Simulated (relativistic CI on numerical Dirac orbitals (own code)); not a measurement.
## Re⁵⁺: 4f photoemission

Computed with this model: Dirac-Coulomb-Breit CI, orbitals from a KLI potential per configuration, a model potential for QED, multiplet model of photoemission in the sudden approximation, unscaled Slater integrals; configurations [Xe] 4f14 5d2 → [Xe] 4f13 5d2; 80 K; Lorentzian 0.17 eV and Gaussian 0.5 eV FWHM. Energies are those of the free ion, without screening or charge transfer. The energies are binding energies and can lie tens of eV above those of solids. S is read from ⟨S²⟩ = S(S + 1).

Field parameters in Wybourne normalisation: Oh B⁴₀ = 21Dq, B⁴₄ = √(5/14) B⁴₀. The field is a parameter set, without covalency.

free ion: ground-state S = 0.95, centroid 113.76 eV. Peaks (eV, height): 112.4 (100), 114.8 (64), 117.2 (14).

Oh, 10Dq = 10000 cm⁻¹: ground-state S = 0.97, centroid 113.80 eV. Peaks (eV, height): 112.4 (100), 114.9 (66), 116.3 (12), 117.3 (8).

Oh, 10Dq = 27550 cm⁻¹: ground-state S = 0.97, centroid 113.87 eV. Peaks (eV, height): 112.4 (100), 112.7 (100), 115.1 (68).

Strongest unbroadened transitions for Oh, 10Dq = 10000 cm⁻¹:

| Energy (eV) | Relative strength |
| --- | --- |
| 112.19 | 98.1 |
| 112.20 | 21.8 |
| 112.28 | 52.5 |
| 112.30 | 100.0 |
| 112.65 | 26.2 |
| 112.66 | 52.6 |
| 112.67 | 36.8 |
| 112.71 | 28.7 |
| 112.82 | 59.9 |
| 112.87 | 16.1 |
| 114.23 | 15.0 |
| 114.57 | 15.7 |
| 114.64 | 31.9 |
| 114.85 | 42.0 |
| 115.02 | 54.1 |
| 115.05 | 39.1 |
| 115.10 | 15.3 |
| 115.16 | 14.3 |
